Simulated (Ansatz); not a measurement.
C3H5BF2, SMILES `FB(F)C1CC1`, relaxed with RKS PBE-D4/def2-SVP in Ansatz from a rough embedded geometry. The force threshold is 0.03 eV/Å; the program also tests the step.

The species carries charge 0 and has multiplicity 1.

Start:

```xyz
11

F     2.459    0.586    0.696
B     1.393   -0.348    0.695
F     1.409   -1.374    1.669
C     0.290   -0.430   -0.411
C    -0.537    0.923   -0.568
C    -1.147   -0.294    0.067
H     0.416   -0.953   -1.367
H    -0.266    1.700    0.161
H    -0.853    1.153   -1.575
H    -1.889   -0.785   -0.553
H    -1.275   -0.177    1.185
```

```csv
step,energy (eV),largest force (eV/Å),largest move (Å)
1,-9287.2876,2.686,0.000
2,-9287.3918,2.916,0.194
3 (rejected),-9287.3890,3.227,0.195
4,-9287.6966,1.834,0.097
5,-9287.8269,0.538,0.100
6,-9287.8395,0.115,0.094
7,-9287.8415,0.072,0.046
8,-9287.8432,0.129,0.096
9 (rejected),-9287.8415,0.576,0.195
10,-9287.8478,0.212,0.098
11,-9287.8558,0.362,0.099
12,-9287.8634,0.765,0.146
13,-9287.9087,0.506,0.200
14,-9287.9551,0.315,0.200
15,-9287.9968,0.263,0.200
16,-9288.0290,0.258,0.200
17,-9288.0405,0.470,0.200
18 (rejected),-9288.0234,0.822,0.156
19,-9288.0539,0.118,0.078
20,-9288.0568,0.052,0.100
21,-9288.0574,0.010,0.021
```

End:

```xyz
11

F     1.407    0.427    1.699
B     1.377   -0.464    0.699
F     2.390   -1.333    0.654
C     0.225   -0.470   -0.329
C    -0.423    0.869   -0.703
C    -1.178   -0.086    0.157
H     0.267   -1.226   -1.129
H    -0.013    1.779   -0.238
H    -0.732    0.991   -1.752
H    -2.021   -0.641   -0.284
H    -1.299    0.154    1.225
```

Hardware: 4 threads of a server CPU on a shared host. Wall time 25 s, peak host memory 0.15 GiB.
